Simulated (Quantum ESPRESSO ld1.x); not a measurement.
Results of a calculation; reference values are marked as such.
Question: The aim is neutral rhenium in [Xe] 4f14 5d5 6s2. This ld1.x (Quantum ESPRESSO 7.5) run was made with `OMP_NUM_THREADS=1 ld1.x < ld1.in > ld1.out`. Can the result be used? Name any fault.

```
 &input
    zed=75.0,
    iswitch=1,
    rel=2,
    dft='PZ',
    config='[Xe] 4f14 5d5 6s2',
    cau_fact=47.34,
    prefix='ld1',
    max_out_wfc=37,
    file_charge='ld1.rho',
 /
```

Output (excerpt):

```
     Program LD1 v.7.5 starts

 %%%%%%%%%%%%%%%%%%%%%%%%%%%%%%%%%%%%%%%%%%%%%%%%%%%%%%%%%%%%%%%%%%%%%%%%%%%%%%
     Error in routine dirsol (1):
     no classical turning point found
 %%%%%%%%%%%%%%%%%%%%%%%%%%%%%%%%%%%%%%%%%%%%%%%%%%%%%%%%%%%%%%%%%%%%%%%%%%%%%%

     stopping ...
```

Answer: No (crashed). The line at issue: rel=2 cau_fact=47.34. The program stops in dirsol with "no classical turning point found": with c below Z the Dirac equation of a point nucleus has no 1s solution. The sound input gives -16682.724 hartree.
